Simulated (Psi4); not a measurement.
HO$_{3}$S (SMILES O=S(=O)=[OH+]), charge +1, singlet, geometry from GFN2-xTB; B3LYP/6-31G, TDA in Psi4.

Input for Psi4:
```
memory 2 GB

molecule mol {
1 1
  O    -0.614047    1.192165   -0.514876
  S    -0.120925   -0.004792   -0.000415
  O    -0.796444   -1.124718    0.458048
  O     1.393316   -0.123636    0.080167
  H     2.072202    0.526183   -0.180072
symmetry c1
}

set basis 6-31g
set reference rks
set puream true
set save_jk true
set tdscf_states [5]
set tdscf_tda true
set d_convergence 1e-8

energy('td-b3lyp')
print_variables()
```

The log (banner, timings and long lists left out):

```
   => Loading Basis Set <=

    Name: 6-31G
    Role: ORBITAL
    Keyword: BASIS

         ---------------------------------------------------------
                                   SCF
               by Justin Turney, Rob Parrish, Andy Simmonett
                          and Daniel G. A. Smith
                              RKS Reference
         ---------------------------------------------------------

  ==> Geometry <==

    Molecular point group: c1
    Full point group: C1

    Geometry (in Angstrom), charge = 1, multiplicity = 1:

       Center              X                  Y                   Z               Mass
    ------------   -----------------  -----------------  -----------------  -----------------
         O           -0.588696200981     1.198607911662    -0.517081355738    15.994914619570
         S           -0.095574200981     0.001650911662    -0.002620355738    31.972071174400
         O           -0.771093200981    -1.118275088338     0.455842644262    15.994914619570
         O            1.418666799019    -0.117193088338     0.077961644262    15.994914619570
         H            2.097552799019     0.532625911662    -0.182277355738     1.007825032230

  Running in c1 symmetry.

  Rotational constants: A =      0.33158  B =      0.32202  C =      0.16337 [cm^-1]
  Rotational constants: A =   9940.60531  B =   9653.86760  C =   4897.56923 [MHz]
  Nuclear repulsion =  193.919763004956792

  Charge       = 1
  Multiplicity = 1
  Electrons    = 40
  Nalpha       = 20
  Nbeta        = 20

  ==> Algorithm <==

  SCF Algorithm Type is DF.
  DIIS enabled.
  MOM disabled.
  Fractional occupation disabled.
  Guess Type is SAD.
  Energy threshold   = 1.00e-06
  Density threshold  = 1.00e-08
  Integral threshold = 1.00e-12

  ==> Primary Basis <==

  Basis Set: 6-31G
    Blend: 6-31G
    Number of shells: 24
    Number of basis functions: 42
    Number of Cartesian functions: 42
    Spherical Harmonics?: true
    Max angular momentum: 1

  ==> DFT Potential <==

   => LibXC <=

    Version 7.1.2
    S. Lehtola, C. Steigemann, M. J. T. Oliveira, and M. A. L. Marques,  SoftwareX 7, 1–5 (2018) (10.1016/j.softx.2017.11.002)

   => Composite Functional: B3LYP <=

    B3LYP Hyb-GGA Exchange-Correlation Functional

    P. J. Stephens, F. J. Devlin, C. F. Chabalowski, and M. J. Frisch,  J. Phys. Chem. 98, 11623 (1994) (10.1021/j100096a001)

    Deriv               =              1
    GGA                 =           TRUE
    Meta                =          FALSE

    Exchange Hybrid     =           TRUE
    MP2 Hybrid          =          FALSE

   => Exchange Functionals <=

    0.0800   Slater exchange
    0.7200         Becke 88

   => Exact (HF) Exchange <=

    0.2000               HF

   => Correlation Functionals <=

    0.1900   Vosko, Wilk & Nusair (VWN5_RPA)
    0.8100   Lee, Yang & Parr

   => LibXC Density Thresholds  <==

    XC_HYB_GGA_XC_B3LYP:  1.00E-15

   => Molecular Quadrature <=

    Radial Scheme          =       TREUTLER
    Pruning Scheme         =           NONE
    Nuclear Scheme         =       TREUTLER

    Blocking Scheme        =         OCTREE
    BS radius alpha        =              1
    Pruning alpha          =              1
    Radial Points          =             75
    Spherical Points       =            302
    Total Points           =         107506
    Total Blocks           =            866
    Max Points             =            255
    Max Functions          =             41
    Weights Tolerance      =       1.00E-15

   => Loading Basis Set <=

    Name: (6-31G AUX)
    Role: JKFIT
    Keyword: DF_BASIS_SCF

  ==> Integral Setup <==

  SCF_SUBTYPE=INCORE selected. In-core MEM_DF algorithm will be used.
  Using in-core AOs.

  ==> MemDFJK: Density-Fitted J/K Matrices <==

    J tasked:                   Yes
    K tasked:                   Yes
    wK tasked:                   No
    Algorithm:                 Core
    Schwarz Cutoff:           1E-12
[...]
  @DF-RKS Final Energy:  -623.63596220662089
    Total Energy =                       -623.6359622066210022
[...]
                               By Ruhee Dcunha

  ==> Options <==

    Max number of iterations        = 60
    Eigenvector tolerance           = 1.0000e-06
    Max number of expansion vectors = 1500

  => Iterations <=
                           Max[D[value]]     Max[|R|]   # vectors
  DavidsonSolver iter   1:   2.44665e-01  3.67378e-02     20
  DavidsonSolver iter   2:   2.17576e-03  6.86864e-03     25
  DavidsonSolver iter   3:   4.99750e-05  8.92664e-04     30
  DavidsonSolver iter   4:   1.40787e-06  1.58949e-04     35
  DavidsonSolver iter   5:   2.01729e-08  1.46861e-05     40
  DavidsonSolver iter   6:   1.57833e-10  1.33065e-06     42
  DavidsonSolver iter   7:   1.18874e-12  6.47368e-07     43      Converged

******************************************************************************************
**********                               WARNING                                **********
**********  Length-gauge rotatory strengths are **NOT** gauge-origin invariant  **********
******************************************************************************************

                                    Excitation Energy         Total Energy        Oscillator Strength             Rotatory Strength
     #   Sym: GS->ES (Trans)        au              eV              au          au (length)    au (velocity)    au (length)    au (velocity)
    ---- -------------------- --------------- --------------- --------------- --------------- --------------- --------------- ---------------
     1        A->A (1 A)       0.17716         4.82077        -623.45880       0.0000          0.0001          0.0000          0.0000
     2        A->A (1 A)       0.21410         5.82607        -623.42186       0.0003          0.0015         -0.0000          0.0000
     3        A->A (1 A)       0.21822         5.93811        -623.41774       0.0008          0.0041         -0.0000         -0.0000
     4        A->A (1 A)       0.23102         6.28646        -623.40494       0.0000          0.0000          0.0000         -0.0000
     5        A->A (1 A)       0.24244         6.59706        -623.39352       0.0004          0.0268          0.0000         -0.0000

Contributing excitations
Only contributions with abs(coeff) > 1.00e-01 will be printed:

Excited State    1 (1 A):   0.17716 au   257.19 nm f = 0.0000
  Sums of squares: Xssq =  1.000000e+00
     20a  ->  21a     0.996904 (99.382%)

Excited State    2 (1 A):   0.21410 au   212.81 nm f = 0.0003
  Sums of squares: Xssq =  1.000000e+00
     18a  ->  21a    -0.991895 (98.386%)

Excited State    3 (1 A):   0.21822 au   208.79 nm f = 0.0008
  Sums of squares: Xssq =  1.000000e+00
     17a  ->  21a    -0.166129 ( 2.760%)
     20a  ->  22a    -0.980338 (96.106%)

Excited State    4 (1 A):   0.23102 au   197.22 nm f = 0.0000
  Sums of squares: Xssq =  1.000000e+00
     19a  ->  22a    -0.996824 (99.366%)

Excited State    5 (1 A):   0.24244 au   187.94 nm f = 0.0004
  Sums of squares: Xssq =  1.000000e+00
     17a  ->  21a    -0.612925 (37.568%)
     18a  ->  22a    -0.738548 (54.545%)
     19a  ->  21a    -0.258314 ( 6.673%)

******************************************************************************************
**********                               WARNING                                **********
**********       The names of excited state variables changed between 1.5       **********
**********     and 1.6. For a quick solution, remove the symmetry specifier     **********
**********   from the variable name. For full details, see 'Notes on Psivars'   **********
**********                        in the documentation.                         **********
******************************************************************************************

  Variable Map:
  ----------------------------------------------------------------------------
[...]
  Array Variable Map:
  ----------------------------------------------------------------------------
[...]
[...]
```
